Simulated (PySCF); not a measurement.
## How methods differ on the ionisation energy of Hg⁵³⁺

Hg⁵³⁺ [Ar] 3d9 [3d3/2^4 3d5/2^5, M_J = 5/2] → Hg⁵⁴⁺ [Ar] 3d8 [3d3/2^4 3d5/2^4, M_J = 4], as a difference of total energies. Computed with PySCF 2.14 in an uncontracted even-tempered set (15 s from 15 bohr⁻², ratio 2.8; 13 p from 19 bohr⁻², ratio 2.8; 8 d from 19 bohr⁻², ratio 2.8; 3 f from 70 bohr⁻², ratio 3), with the two-component X2C-1e Hamiltonian. Correlated levels: [Ne] frozen; the 78 highest virtual spinors dropped. "Screened" scales the spin-orbit matrix elements by Boettger's factors to mimic the two-electron term; Breit and QED terms are absent.

```tsv
method	ionisation energy (eV)
GHF (spin-free)	5230.9
GMP2 (spin-free)	5232.3
GHF (screened spin-orbit)	5193.1
GMP2 (screened spin-orbit)	5194.5
```

Breit and QED terms and the two-electron picture change are absent.

The spin-free rows relax to the high-spin LS determinant and lack the spin-orbit shift.

The labels give the starting determinants; with spin-orbit coupling the two ends relaxed to ⟨J²⟩ = 8.75, ⟨L²⟩ = 6.09, ⟨S²⟩ = 0.84 and ⟨J²⟩ = 20.00, ⟨L²⟩ = 13.25, ⟨S²⟩ = 1.80.

For comparison: 5191 ± 5 eV (theoretical estimate listed by NIST; NIST Atomic Spectra Database, ionization energies).
